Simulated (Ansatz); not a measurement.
Mulliken charges of `[SiH3]O[AsH2]` from r2SCAN/def2-TZVPP in Ansatz (PBE0-D4/def2-TZVP geometry).

```
atom   x (Å)   y (Å)   z (Å)  charge (e)
 Si1  -0.635   1.096  -0.376       0.478
  O2  -0.021  -0.119   0.546      -0.506
 As3   0.971  -1.492  -0.054       0.319
  H4  -1.525   0.563  -1.444      -0.087
  H5   0.451   1.880  -1.027      -0.088
  H6  -1.411   1.974   0.533      -0.073
  H7   2.039  -1.391   1.034      -0.022
  H8   0.224  -2.568   0.733      -0.022
```

By hand: the dipole of these point charges (1 e Å = 4.8032 D).

Σ q r = (0.163, -0.163, -0.335) e Å, of length 0.407 e Å = 1.95 D.

How does the dipole of the full density compare? (Estimate.)

Computed: (0.108, -0.156, -0.039) e Å, 0.93 D; the point charges give 2.10 times that, at 45° from its direction.

Point charges leave out the atoms' own dipoles, such as those of lone pairs, and Mulliken's split depends on the basis, so the two needn't agree.
